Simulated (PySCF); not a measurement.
Species: C2H10Si3.
Cartesian coordinates in Å at the PBE0-D3(BJ)/def2-SVP level; atoms count from 1:
```xyz
15
C2H10Si3 angstrom
C     -3.4668    0.0747   -0.6023
C     -2.5821   -0.6658    0.0755
Si    -1.0341    0.0283    0.8647
Si     0.8865   -0.7002   -0.2756
Si     2.8247    0.1626    0.7216
H     -3.3521    1.1587   -0.7147
H     -4.3516   -0.3662   -1.0753
H     -2.7562   -1.7478    0.1483
H     -0.9204   -0.4146    2.2912
H     -1.0908    1.5240    0.8277
H      0.9411   -2.1982   -0.2530
H      0.8186   -0.2589   -1.7059
H      2.7925    1.6577    0.6750
H      4.0600   -0.3126    0.0249
H      2.8874   -0.2657    2.1538
```

Level of theory: TDDFT CAM-B3LYP/def2-SVPD, vertical, gas phase, core orbitals frozen in the response in PySCF.

Transition dipole moments from the ground state, in atomic units and in the frame of the coordinates above (overall signs are arbitrary), for the states with f of 0.002 or more among the lowest 7:

| state | E (eV) | μx | μy | μz |
| --- | --- | --- | --- | --- |
| S1 | 6.244 | 1.713 | -0.102 | 0.349 |
| S2 | 6.786 | -0.166 | 0.000 | -0.104 |
| S3 | 6.821 | 0.342 | -0.157 | 0.032 |
| S4 | 6.875 | -0.957 | 0.255 | -0.310 |
| S5 | 7.098 | -0.133 | 0.106 | 0.078 |
| S6 | 7.199 | 0.233 | -0.114 | -0.319 |
| S7 | 7.402 | 0.541 | 0.197 | 0.168 |

What oscillator strength does each state have?

f = (2/3) ΔE |μ|² with ΔE in hartree (27.2114 eV).

| state | \|μ\|² (au) | \|μ\| (D) | f |
| --- | --- | --- | --- |
| S1 | 3.067 | 4.45 | 0.469 |
| S2 | 0.038 | 0.50 | 0.006 |
| S3 | 0.143 | 0.96 | 0.024 |
| S4 | 1.077 | 2.64 | 0.181 |
| S5 | 0.035 | 0.48 | 0.006 |
| S6 | 0.169 | 1.04 | 0.030 |
| S7 | 0.360 | 1.52 | 0.065 |

Which bond between heavy atoms lies closest to the direction of the S1 transition dipole?

Si4–Si5 and C2–Si3, at 29° from it; next C1–C2 at 39°.

What angle do the transition dipoles of S1 and S6 make?

|cos θ| = |μa·μb| / (|μa| |μb|) = 0.42, so θ ≈ 65° (taken between 0 and 90°, since the signs are arbitrary).

What peak molar absorption coefficient would the strongest computed level give as a lone Gaussian band 0.3 eV wide at half height?

ε(max) = 2.175×10⁸ f / FWHM, with the width in cm⁻¹. S1: 2.175×10⁸ × 0.4692 / 2420 ≈ 42000 L mol⁻¹ cm⁻¹.

All these states lie below the vertical ionisation energy of 9.32 eV (ΔSCF).

One conformer stands for the species.
